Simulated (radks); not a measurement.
Values are calculated unless marked as measured or tabulated.
Effect of the nuclear size on the germanium ion Ge3+, [Ar] 3d10 4s1. Code: a radial shooting solver on a logarithmic mesh with Libxc functionals. Model: Dirac Kohn-Sham, LDA (Slater exchange, Perdew-Wang correlation), spin-unpolarised, spherical densities, finite nucleus; Fermi nuclear charge, rms radius 4.0742 fm. The rms radius is varied about that value; shifts are against it.

rms radius (fm) = 3.4101: total energy shift (eV) -0.101; density at nucleus (e/bohr^3) 3.191e+04; 1s1/2 shift (meV) -43.1; 2s1/2 shift (meV) -4.20; 3s1/2 shift (meV) -0.635; 3p1/2 shift (meV) 0.054; 4s1/2 shift (meV) -0.067
rms radius (fm) = 3.8542: total energy shift (eV) -0.0354; density at nucleus (e/bohr^3) 3.166e+04; 1s1/2 shift (meV) -15.1; 2s1/2 shift (meV) -1.47; 3s1/2 shift (meV) -0.222; 3p1/2 shift (meV) 0.019; 4s1/2 shift (meV) -0.023
rms radius (fm) = 4.0742: total energy shift (eV) 0; density at nucleus (e/bohr^3) 3.155e+04; 1s1/2 shift (meV) 0.000; 2s1/2 shift (meV) 0.000; 3s1/2 shift (meV) 0.000; 3p1/2 shift (meV) 0.000; 4s1/2 shift (meV) 0.000
rms radius (fm) = 4.2942: total energy shift (eV) 0.0373; density at nucleus (e/bohr^3) 3.145e+04; 1s1/2 shift (meV) 15.9; 2s1/2 shift (meV) 1.55; 3s1/2 shift (meV) 0.234; 3p1/2 shift (meV) -0.020; 4s1/2 shift (meV) 0.025
rms radius (fm) = 4.8239: total energy shift (eV) 0.135; density at nucleus (e/bohr^3) 3.122e+04; 1s1/2 shift (meV) 57.2; 2s1/2 shift (meV) 5.58; 3s1/2 shift (meV) 0.844; 3p1/2 shift (meV) -0.072; 4s1/2 shift (meV) 0.089

Slopes of the eigenvalues against <r^2> in GHz/fm^2, as finite differences over the two radii next to the reference (eigenvalue slopes, not the field-shift constants of lines): 1s1/2 2090, 2s1/2 203, 3s1/2 30.8, 3p1/2 -2.62, 4s1/2 3.23.
